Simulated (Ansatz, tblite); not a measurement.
Cost and result up the ladder for (HBe-mu-Br)2 (Be2H2Br2) (6 atoms). Total charge 0; singlet. Geometry: B3LYP-D4/def2-TZVP.

```xyz
6

Be   -1.112    0.086   -0.813
H    -2.184    0.154   -1.592
Br    0.938   -0.435   -1.329
Be    1.113   -0.083    0.813
H     2.179   -0.178    1.596
Br   -0.933    0.455    1.325
```

Ansatz on 4 threads of Intel Xeon on a shared host; xTB runs through tblite on one thread. Times are rough, summed over both states, and most runs start from the orbitals of an earlier one. PBE0-D4/def2-TZVP serves as the yardstick here, not as an exact answer. The other state is a triplet.

The xTB rows come from tblite.

xTB has no spin-polarisation term.

```json
{"level": "r2SCAN-D4/def2-TZVP", "functions": "146", "vertical triplet (eV)": "5.43", "difference from PBE0-D4/def2-TZVP (eV)": "-0.21"}
{"level": "GFN1-xTB", "functions": "30", "vertical triplet (eV)": "5.84", "difference from PBE0-D4/def2-TZVP (eV)": "0.20"}
{"level": "GFN2-xTB", "functions": "28", "vertical triplet (eV)": "5.74", "difference from PBE0-D4/def2-TZVP (eV)": "0.10"}
{"level": "PBE-D4/def2-TZVP", "functions": "146", "vertical triplet (eV)": "5.19", "difference from PBE0-D4/def2-TZVP (eV)": "-0.45"}
{"level": "PBE0-D4/def2-TZVP (with forces)", "functions": "146", "vertical triplet (eV)": "5.64", "difference from PBE0-D4/def2-TZVP (eV)": "0.00"}
```

(1) Estimate how long each takes.

Results:

(1) GFN1-xTB 0.021 s; GFN2-xTB 0.024 s; PBE-D4/def2-TZVP 11 s; r2SCAN-D4/def2-TZVP 12 s; PBE0-D4/def2-TZVP (with forces) 14 s. On shared hardware such times vary by a factor of up to 3.
